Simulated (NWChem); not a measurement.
System: ScN₃H₆; SMILES [NH2][Sc]([NH2])[NH2]

NWChem printed, in part:

```
             Northwest Computational Chemistry Package (NWChem) 7.3.0
             --------------------------------------------------------

 C3H symmetry detected

                             Geometry "geometry" -> ""
                             -------------------------

 Output coordinates in angstroms (scale by  1.889725989 to convert to a.u.)

  No.       Tag          Charge          X              Y              Z
 ---- ---------------- ---------- -------------- -------------- --------------
    1 Sc                  21.0000     0.00000000     0.00000000     0.00000000
    2 N                    7.0000     0.52231976     1.95881292     0.00000000
    3 H                    1.0000     1.46201752     2.35814292     0.00000000
    4 H                    1.0000    -0.09366472     2.77300572     0.00000000
    5 N                    7.0000     1.43522187    -1.43174864     0.00000000
    6 H                    1.0000     2.44832576    -1.30538684     0.00000000
    7 H                    1.0000     1.31120292    -2.44521577     0.00000000
    8 N                    7.0000    -1.95754163    -0.52706428     0.00000000
    9 H                    1.0000    -2.35466104    -1.46761888     0.00000000
   10 H                    1.0000    -2.77322043     0.08707285     0.00000000

 Effective nuclear repulsion energy (a.u.)     196.2589392662

      Symmetry information
      --------------------

 Group name             C3h
 Group number             22
 Group order               6
 No. of unique centers     4

                                Z-matrix (autoz)
                                --------

 Units are Angstrom for bonds and degrees for angles

      Type          Name      I     J     K     L     M      Value
      ----------- --------  ----- ----- ----- ----- ----- ----------
    1 Stretch                  1     2                       2.02726
    2 Stretch                  1     5                       2.02726
    3 Stretch                  1     8                       2.02726
    4 Stretch                  2     3                       1.02103
    5 Stretch                  2     4                       1.02095
    6 Stretch                  5     6                       1.02095
    7 Stretch                  5     7                       1.02103
    8 Stretch                  8     9                       1.02095
    9 Stretch                  8    10                       1.02103
   10 Bend                     1     2     3               127.95393
   11 Bend                     1     2     4               127.95977
   12 Bend                     1     5     6               127.95977
   13 Bend                     1     5     7               127.95393
   14 Bend                     1     8     9               127.95977
   15 Bend                     1     8    10               127.95393
   16 Bend                     2     1     5               120.00000
   17 Bend                     2     1     8               120.00000
   18 Bend                     3     2     4               104.08629
   19 Bend                     5     1     8               120.00000
   20 Bend                     6     5     7               104.08629
   21 Bend                     9     8    10               104.08629
   22 Torsion                  2     1     5     6           0.00000
   23 Torsion                  2     1     5     7        -180.00000
   24 Torsion                  2     1     8     9         180.00000
   25 Torsion                  2     1     8    10          -0.00000
   26 Torsion                  3     2     1     5          -0.00000
   27 Torsion                  3     2     1     8        -180.00000
   28 Torsion                  4     2     1     5         180.00000
   29 Torsion                  4     2     1     8           0.00000
   30 Torsion                  5     1     8     9           0.00000
   31 Torsion                  5     1     8    10        -180.00000
   32 Torsion                  6     5     1     8         180.00000
   33 Torsion                  7     5     1     8          -0.00000

                           NWChem Geometry Optimization
                           ----------------------------

 maximum gradient threshold         (gmax) =   0.000450
 rms gradient threshold             (grms) =   0.000300
 maximum cartesian step threshold   (xmax) =   0.001800
 rms cartesian step threshold       (xrms) =   0.001200
 fixed trust radius                (trust) =   0.300000
 source of zmatrix                         =   autoz

          -------------------
          Energy Minimization
          -------------------

 Using diagonal initial Hessian
 Scaling for Hessian diagonals: bonds = 1.00  angles = 0.25  torsions = 0.10

          --------
          Step   0

                                 NWChem DFT Module
                                 -----------------

 Summary of "ao basis" -> "ao basis" (spherical)
 ------------------------------------------------------------------------------
       Tag                 Description            Shells   Functions and Types
 ---------------- ------------------------------  ------  ---------------------
 Sc                         def2-svp                11       31   5s3p2d1f
 N                          def2-svp                 6       14   3s2p1d
 H                          def2-svp                 3        5   2s1p

      Symmetry analysis of basis
      --------------------------

        a'         27
        e'+        24
        e'-        24
        a"         10
        e"+         9
        e"-         9

  Rotation of axis

            General Information
            -------------------
          SCF calculation type: DFT
          Wavefunction type:  closed shell.
          No. of atoms     :    10
          No. of electrons :    48
           Alpha electrons :    24
            Beta electrons :    24
          Charge           :     0
          Spin multiplicity:     1
          Use of symmetry is: on ; symmetry adaption is: on
          Maximum number of iterations: 150
          AO basis - number of functions:   103
                     number of shells:    47
          Convergence on energy requested:  1.00D-06
          Convergence on density requested:  1.00D-05
          Convergence on gradient requested:  5.00D-04

              XC Information
              --------------
                         PBE0 Method XC Functional
                     Hartree-Fock (Exact) Exchange  0.250
          PerdewBurkeErnzerhof Exchange Functional  0.750
            Perdew 1991 LDA Correlation Functional  1.000 local
           PerdewBurkeErnz. Correlation Functional  1.000 non-local

[...]

      ----------------------
      Optimization converged
      ----------------------

  Step       Energy      Delta E   Gmax     Grms     Xrms     Xmax
  ---- ---------------- -------- -------- -------- -------- --------
@    4    -928.06505419 -3.1D-08  0.00002  0.00001  0.00050  0.00101
                                     ok       ok       ok       ok

                                Z-matrix (autoz)
                                --------

 Units are Angstrom for bonds and degrees for angles

      Type          Name      I     J     K     L     M      Value     Gradient
      ----------- --------  ----- ----- ----- ----- ----- ---------- ----------
    1 Stretch                  1     2                       1.98225   -0.00002
    2 Stretch                  1     5                       1.98225   -0.00002
    3 Stretch                  1     8                       1.98225   -0.00002
    4 Stretch                  2     3                       1.01883    0.00000
    5 Stretch                  2     4                       1.01883   -0.00000
    6 Stretch                  5     6                       1.01883   -0.00000
    7 Stretch                  5     7                       1.01883    0.00000
    8 Stretch                  8     9                       1.01883   -0.00000
    9 Stretch                  8    10                       1.01883    0.00000
   10 Bend                     1     2     3               126.70831   -0.00000
   11 Bend                     1     2     4               126.71177   -0.00000
   12 Bend                     1     5     6               126.71177   -0.00000
   13 Bend                     1     5     7               126.70831   -0.00000
   14 Bend                     1     8     9               126.71177   -0.00000
   15 Bend                     1     8    10               126.70831   -0.00000
   16 Bend                     2     1     5               120.00000    0.00000
   17 Bend                     2     1     8               120.00000    0.00000
   18 Bend                     3     2     4               106.57992    0.00000
   19 Bend                     5     1     8               120.00000   -0.00000
   20 Bend                     6     5     7               106.57992    0.00000
   21 Bend                     9     8    10               106.57992    0.00000
   22 Torsion                  2     1     5     6           0.00000   -0.00000
   23 Torsion                  2     1     5     7         180.00000   -0.00000
   24 Torsion                  2     1     8     9         180.00000    0.00000
   25 Torsion                  2     1     8    10           0.00000    0.00000
   26 Torsion                  3     2     1     5           0.00000    0.00000
   27 Torsion                  3     2     1     8         180.00000   -0.00000
   28 Torsion                  4     2     1     5         180.00000    0.00000
   29 Torsion                  4     2     1     8           0.00000   -0.00000
   30 Torsion                  5     1     8     9           0.00000   -0.00000
   31 Torsion                  5     1     8    10         180.00000   -0.00000
   32 Torsion                  6     5     1     8         180.00000    0.00000
   33 Torsion                  7     5     1     8           0.00000    0.00000

                         Geometry "geometry" -> "geometry"
                         ---------------------------------

 Output coordinates in angstroms (scale by  1.889725989 to convert to a.u.)

  No.       Tag          Charge          X              Y              Z
 ---- ---------------- ---------- -------------- -------------- --------------
    1 Sc                  21.0000     0.00000000     0.00000000     0.00000000
    2 N                    7.0000     0.51074414     1.91531859     0.00000000
    3 H                    1.0000     1.45686422     2.29330114     0.00000000
    4 H                    1.0000    -0.12149828     2.71424026     0.00000000
    5 N                    7.0000     1.40334249    -1.39997669     0.00000000
    6 H                    1.0000     2.41135015    -1.25189953     0.00000000
    7 H                    1.0000     1.25762493    -2.40833199     0.00000000
    8 N                    7.0000    -1.91408662    -0.51534190     0.00000000
    9 H                    1.0000    -2.28985187    -1.46234073     0.00000000
   10 H                    1.0000    -2.71448915     0.11503086     0.00000000

 Effective nuclear repulsion energy (a.u.)     200.2018563100

      Symmetry information
      --------------------

 Group name             C3h
 Group number             22
 Group order               6
 No. of unique centers     4

                Final and change from initial internal coordinates
                --------------------------------------------------

                                Z-matrix (autoz)
                                --------

 Units are Angstrom for bonds and degrees for angles

      Type          Name      I     J     K     L     M      Value       Change
      ----------- --------  ----- ----- ----- ----- ----- ---------- ----------
    1 Stretch                  1     2                       1.98225   -0.04501
    2 Stretch                  1     5                       1.98225   -0.04501
    3 Stretch                  1     8                       1.98225   -0.04501
    4 Stretch                  2     3                       1.01883   -0.00220
    5 Stretch                  2     4                       1.01883   -0.00213
    6 Stretch                  5     6                       1.01883   -0.00213
    7 Stretch                  5     7                       1.01883   -0.00220
    8 Stretch                  8     9                       1.01883   -0.00213
    9 Stretch                  8    10                       1.01883   -0.00220
   10 Bend                     1     2     3               126.70831   -1.24562
   11 Bend                     1     2     4               126.71177   -1.24801
   12 Bend                     1     5     6               126.71177   -1.24801
   13 Bend                     1     5     7               126.70831   -1.24562
   14 Bend                     1     8     9               126.71177   -1.24801
   15 Bend                     1     8    10               126.70831   -1.24562
   16 Bend                     2     1     5               120.00000    0.00000
   17 Bend                     2     1     8               120.00000    0.00000
   18 Bend                     3     2     4               106.57992    2.49363
   19 Bend                     5     1     8               120.00000    0.00000
   20 Bend                     6     5     7               106.57992    2.49363
   21 Bend                     9     8    10               106.57992    2.49363
   22 Torsion                  2     1     5     6           0.00000    0.00000
   23 Torsion                  2     1     5     7         180.00000    0.00000
   24 Torsion                  2     1     8     9         180.00000    0.00000
   25 Torsion                  2     1     8    10           0.00000    0.00000
   26 Torsion                  3     2     1     5           0.00000    0.00000
   27 Torsion                  3     2     1     8         180.00000    0.00000
   28 Torsion                  4     2     1     5         180.00000    0.00000
   29 Torsion                  4     2     1     8           0.00000    0.00000
   30 Torsion                  5     1     8     9           0.00000    0.00000
   31 Torsion                  5     1     8    10         180.00000    0.00000
   32 Torsion                  6     5     1     8         180.00000    0.00000
   33 Torsion                  7     5     1     8           0.00000    0.00000

 ==============================================================================
                                internuclear distances
 ------------------------------------------------------------------------------
       center one      |      center two      | atomic units |  angstroms
 ------------------------------------------------------------------------------
    2 N                |   1 Sc               |     3.74590  |     1.98225
    3 H                |   2 N                |     1.92531  |     1.01883
    4 H                |   2 N                |     1.92530  |     1.01883
    5 N                |   1 Sc               |     3.74590  |     1.98225
    6 H                |   5 N                |     1.92530  |     1.01883
    7 H                |   5 N                |     1.92531  |     1.01883
    8 N                |   1 Sc               |     3.74590  |     1.98225
    9 H                |   8 N                |     1.92530  |     1.01883
   10 H                |   8 N                |     1.92531  |     1.01883
 ------------------------------------------------------------------------------
                         number of included internuclear distances:          9
 ==============================================================================
```

Level: PBE0/def2-SVP. No frequency run checked for a minimum.

Q: Reconstruct the input file.

A: This is not unique; one that fits is the input that was run:
```
start job
memory heap 200 mb stack 900 mb global 1100 mb
geometry units angstroms
  Sc     0.000007    -0.000127    -0.000004
  N      1.859359    -0.385366    -0.709960
  H      2.528658    -1.079236    -0.373461
  H      2.341988     0.069398    -1.486140
  N     -0.725811    -1.058917     1.568967
  H     -0.264048    -1.806162     2.089591
  H     -1.636871    -0.967806     2.020480
  N     -1.133767     1.444467    -0.858985
  H     -2.077313     1.737873    -0.602413
  H     -0.892413     2.045933    -1.648056
end
basis spherical
  * library def2-svp
end
dft
  xc pbe0
  iterations 150
end
driver
  maxiter 120
end
task dft optimize
```
